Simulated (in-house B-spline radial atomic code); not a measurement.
Sr⁺ is squeezed into an impenetrable sphere of radius R (the orbitals vanish at R). Method: Dirac-Hartree-Fock, average of configuration, Fermi nucleus of rms radius 4.224 fm. Calculated with a B-spline radial code for spherical atoms.

Energies in eV above the free ion in [Kr] 5s1:

```tsv
R (bohr)	highest level (eV)	[Kr] 5s1	[Ar] 3d9 4s2 4p6 4f1 5s1	[Ne] 3s2 3p5 3d10 4s2 4p6 5s1 5f1
7.05	-9.99	0.4854	149.3	303.4
6.54	-9.66	0.8223	150.5	306.4
5.06	-6.8	3.77	157.6	322
4.55	-4.18	6.567	162.9	332.1
3.37	14.1	29.47	194.9	385.8
3.24	18.5	35.8	202.7	397.5
2.57	61.6	110	286.9	514.2
2.24	108	207.4	392.8	648.7
1.92	189	407.5	606.8	906.4
1.46	461	1244	1486	1911
```

(1) Does [Ar] 3d9 4s2 4p6 4f1 5s1 fall below [Kr] 5s1 under compression?

(2) Does [Ne] 3s2 3p5 3d10 4s2 4p6 5s1 5f1 fall below [Kr] 5s1 under compression?

The highest level is first positive in the row R = 3.37 bohr, pushed up by confinement above the zero of the free ion's potential. Each configuration is held fixed and needn't be the lowest in the sphere.

Results:

(1) No, it stays above over the whole range.

(2) No, it stays above over the whole range.
